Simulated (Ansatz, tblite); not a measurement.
Removing an electron: (H2Al-mu-F)2 (Al2H4F2). Total charge 0; singlet. Geometry: PBE0-D4/def2-SVP. Ansatz, gas phase; energy differences of separate SCF runs; the oxidised species was run as a doublet alone.

```xyz
8

Al    0.6543   -1.2589   -0.0286
H     1.9569   -1.3350   -0.9127
H    -0.0166   -2.3989    0.8282
F    -0.6513   -0.3173   -0.9330
Al   -0.6543    1.2589    0.0286
H    -1.9567    1.3337    0.9129
H     0.0157    2.3998   -0.8279
F     0.6519    0.3177    0.9324
```

The xTB rows come from tblite.

```csv
level,−HOMO (eV),vertical IE (eV),−LUMO (eV),HOMO–LUMO gap (eV)
GFN2-xTB,11.15,13.85,5.53,5.62
PBE-D4/def2-TZVP,7.30,10.05,1.55,5.75
PBE0-D4/def2-TZVP,8.63,10.62,0.75,7.88
```

(1) Estimate the rows for GFN1-xTB, r2SCAN-D4/def2-TZVP.

Results:

(1) 
| level | −HOMO (eV) | vertical IE (eV) | −LUMO (eV) | HOMO–LUMO gap (eV) |
| --- | --- | --- | --- | --- |
| GFN1-xTB | 12.04 | 14.82 | 5.89 | 6.16 |
| r2SCAN-D4/def2-TZVP | 7.65 | 10.29 | 1.08 | 6.56 |

Run but left out: HF/def2-TZVPP, MP2/def2-TZVPP, CCSD/def2-TZVPP, CCSD(T)/def2-TZVPP (flagged by the program: other roots).  Raw xTB energy differences between charge states are shifted by several eV; the methods need an empirical correction for them.
